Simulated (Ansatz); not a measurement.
`C[CH2][AlH2]` and `CCI` differ in one atom or group.

Ansatz, PBE0-D4/def2-TZVP geometries, multiplicity 1. 

Elements past krypton have def2 core potentials.

| property | `C[CH2][AlH2]` |
| --- | --- |
| size of the dipole moment (B3LYP/def2-TZVPP) / D | 0.77 |
| LUMO energy (ωB97M-V/def2-TZVPP) / eV | 0.26 |
| size of the dipole moment (ωB97M-V/def2-TZVPP) / D | 0.76 |
| LUMO energy (B3LYP/def2-TZVPP) / eV | -1.53 |
| zero-point energy (PBE0-D4/def2-TZVP) / kJ/mol | 202.1 |
| HOMO–LUMO gap (B3LYP/def2-TZVPP) / eV | 5.81 |

Q: What does the change do to each property? (Best estimate.)

A: The calculation gave: 
| property | `CCI` | shift |
| --- | --- | --- |
| size of the dipole moment (B3LYP/def2-TZVPP) / D | 2.00 | 1.23 |
| LUMO energy (ωB97M-V/def2-TZVPP) / eV | 1.23 | 0.97 |
| size of the dipole moment (ωB97M-V/def2-TZVPP) / D | 1.99 | 1.23 |
| LUMO energy (B3LYP/def2-TZVPP) / eV | -0.95 | 0.58 |
| zero-point energy (PBE0-D4/def2-TZVP) / kJ/mol | 172.2 | -29.9 |
| HOMO–LUMO gap (B3LYP/def2-TZVPP) / eV | 6.02 | 0.21 |

With PBE0 the HOMO rises by 0.33 eV and the LUMO rises by 0.60 eV, so the gap widens by about 0.27 eV. PBE moves the HOMO by 0.24 eV and ωB97M-V by 0.38 eV. The zero-point energy changes by -29.9 kJ/mol with -6 modes. Dipoles are sizes alone; their direction can turn.

B3LYP here is the variant with VWN-RPA as its local correlation; programs differ in this.

Spin–orbit coupling is left out; it splits and shifts lone-pair levels of the heavy atoms by tenths of an eV.
